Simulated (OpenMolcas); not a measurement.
## neutral antimony: terms and fine structure

```json
{"Program": "OpenMolcas", "Method": "SS-CASPT2, IPEA 0.25 Eh, imaginary shift 0.1 Eh (closed shells correlated: 4d 5s)", "Basis": "ANO-RCC-VTZP [7s6p4d2f1g]", "Scalar Hamiltonian": "DKH2, point nucleus", "Active space": "3 electrons in 3 orbitals (5p)", "State averaging": "2S+1 = 4 odd, 1 root; 2S+1 = 2 odd, 8 roots", "Spin-orbit coupling": "RASSI with atomic mean-field integrals over the reference wave functions, term energies averaged over their components"}
```

With spin-orbit coupling, above the lowest level:

```json
{"Configuration": "5s2 5p3", "Term": "4S*", "J": "3/2", "E (cm-1)": "0.0", "Measured (cm-1)": "0.0", "g": "1.984", "Term weight %": "97", "Second": "2 2P*"}
{"Configuration": "5s2 5p3", "Term": "2D*", "J": "3/2", "E (cm-1)": "9920", "Measured (cm-1)": "8512", "g": "0.864", "Term weight %": "89", "Second": "10 2P*"}
{"Configuration": "5s2 5p3", "Term": "2D*", "J": "5/2", "E (cm-1)": "10960", "Measured (cm-1)": "9854", "g": "1.200", "Term weight %": "100", "Second": ""}
{"Configuration": "5s2 5p3", "Term": "2P*", "J": "1/2", "E (cm-1)": "18160", "Measured (cm-1)": "16395", "g": "0.666", "Term weight %": "100", "Second": ""}
{"Configuration": "5s2 5p3", "Term": "2P*", "J": "3/2", "E (cm-1)": "19640", "Measured (cm-1)": "18464", "g": "1.288", "Term weight %": "87", "Second": "11 2D*"}
```

Against the 4 measured excited levels shown (NIST Handbook of Basic Atomic Spectroscopic Data) the mean absolute deviation is 1400 cm-1; the largest miss in energy is 5s2 5p3 2P* 1/2: computed 18160, measured 16395 cm-1 (+10.8 %), and the largest in proportion 5s2 5p3 2D* 3/2 (+16.6 %).

Spin-orbit coupling puts the lowest level 438 cm-1 below the lowest spin-free term.

CASPT2 breaks the degeneracy within a term, and the mean is taken; among the terms shown or strongly mixed into the levels shown the widest spread is 91 cm-1 (5s2 5p3 2D*). With the s shell closed, the reference lacks s² → p² mixing. Some terms miss by over 15 % even with CASPT2, which points to a basis or an active space too small for the shells correlated. Computed and measured levels are paired by configuration, term and J; levels that our copy of the source lacks, or whose pairing is in doubt (as where it misses far off the trend of its configuration), stay unpaired and out of the deviations. Levels of configurations outside the active space are missing.

The term weight is that of the spin-free term in the level, not the purity of its configuration. * marks odd parity.
